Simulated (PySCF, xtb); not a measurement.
C4H4, SMILES C1=CC=C1.

Harmonic wavenumbers (cm⁻¹) from GFN2-xTB in xtb at its own minimum, in rising order: 507, 677, 756, 758, 789, 790, 888, 989, 1014, 1109, 1163, 1178, 1641, 1668, 3135, 3135, 3148, 3162.

Problem. What does PBE0-D3(BJ)/def2-SVP (PySCF) give at its own minimum? (The exact figures need the calculation; the answer reports its results.)

Solution. 539, 601, 606, 747, 842, 907, 910, 970, 1048, 1130, 1190, 1261, 1666, 1680, 3226, 3243, 3265, 3275. Paired by order, the mean absolute difference is 62 cm⁻¹ and the zero-point energies are 37.9 and 38.8 kcal/mol.
